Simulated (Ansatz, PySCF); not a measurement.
Potential energy curve for AlH, singlet.

Levels: RKS-B3LYP/6-31G* = restricted B3LYP/6-31G*, spherical d run with PySCF; RKS-BLYP = restricted BLYP/cc-pVTZ run with Ansatz (a quantum-chemistry and plane-wave program); FCI = Ansatz with full CI/cc-pVTZ, frozen core.

Energies relative to the lowest point of each curve near equilibrium, in kcal/mol:

```csv
R / Å,RKS-B3LYP/6-31G*,RKS-BLYP
1.24,40.0,38.7
1.41,11.2,11.0
1.51,3.7,3.7
1.57,1.4,1.4
1.84,2.5,2.2
2.23,18.0,16.2
2.47,29.1,26.2
2.96,49.9,44.4
3.32,62.4,55.0
4.11,82.0,70.5
4.44,87.6,74.6
5.90,100.8,83.7
```

Q: Predict the corresponding FCI column.

A: 1.24: 37.8; 1.41: 10.1; 1.51: 3.1; 1.57: 1.0; 1.84: 3.1; 2.23: 19.1; 2.47: 30.1; 2.96: 49.3; 3.32: 59.1; 4.11: 69.2; 4.44: 70.6; 5.90: 71.9 (kcal/mol).

The restricted form behind RKS-B3LYP/6-31G*, RKS-BLYP keeps the bonding electrons paired and can't separate into open-shell fragments.
